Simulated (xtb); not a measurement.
HgI2, charge +1, doublet, geometry from GFN2-xTB (such geometries of metal compounds can be far from the true shape) (a state made from the parent by changing its charge; the spin is typed, not shown lowest). Base run: GFN0-xTB (xtb).

Here is a job for xtb.
```
$ xtb mol.xyz --gfn 0 --chrg 1 --uhf 1 --json

# file mol.xyz
3

Hg     0.00000000     0.00000000     0.00000000
I      0.00000000     0.00000000     2.68280601
I     -0.00000000    -0.00000000    -2.68280601
```

The base run was repeated with changes; each row names its change, and settings that it needs were set with it.

| change | ΔE vs base (mEh) |
|---|---|
| base | 0.000 |
| acc = 0.0001 | 0.000 |
| etemp = 10 | 1.274 |
| file = coord | 0.000 |
| etemp = 10000 | -89.838 |
